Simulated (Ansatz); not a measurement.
Conformers of C$_{2}$H$_{4}$Br$_{2}$, SMILES `BrCCBr`, each relaxed with PBE0-D4/def2-TZVP in Ansatz. CBS adds the triple-zeta coupled-cluster correction to the MP2 limit.

Outer-core shells of Br are correlated without core-valence functions. Scalar relativity is left out up to krypton. Spin–orbit coupling is left out.

Not all of them had a frequency check.

Conformer A:

```xyz
8

Br   -1.929    1.042    0.706
C    -0.661    0.012   -0.354
C     0.661   -0.012    0.354
Br    1.929   -1.042   -0.706
H    -1.086   -0.983   -0.465
H    -0.599    0.499   -1.324
H     1.085    0.983    0.465
H     0.599   -0.500    1.324
```

Conformer B:

```xyz
8

Br    0.224    1.837   -1.258
C     0.296    0.653    0.274
C    -0.085   -0.760   -0.061
Br   -1.964   -0.951   -0.499
H     1.328    0.681    0.624
H    -0.357    1.083    1.030
H     0.473   -1.142   -0.913
H     0.085   -1.400    0.805
```

(1) Which is lowest in electronic energy at CCSD(T)/CBS (frozen core, def2 sets), and by how much? (Estimate.)

(2) Give the energies relative to A (kJ/mol) with r2SCAN-D4/def2-TZVPP, B3LYP-D4/def2-TZVPP, HF/def2-TZVPP, CCSD/def2-TZVPP, HF/def2-QZVPP, HF/CBS(def2), MP2/CBS(def2). (Estimate.)

Answers

(1) Ansatz gave: A; B lies 7.9 kJ/mol higher.

(2) Ansatz gave: 
```csv
level,B
r2SCAN-D4/def2-TZVPP,9.0
B3LYP-D4/def2-TZVPP,8.1
HF/def2-TZVPP,11.0
CCSD/def2-TZVPP,7.8
HF/def2-QZVPP,10.9
HF/CBS(def2),10.9
MP2/CBS(def2),7.3
```

B3LYP here is the variant with VWN-RPA as its local correlation; programs differ in this.
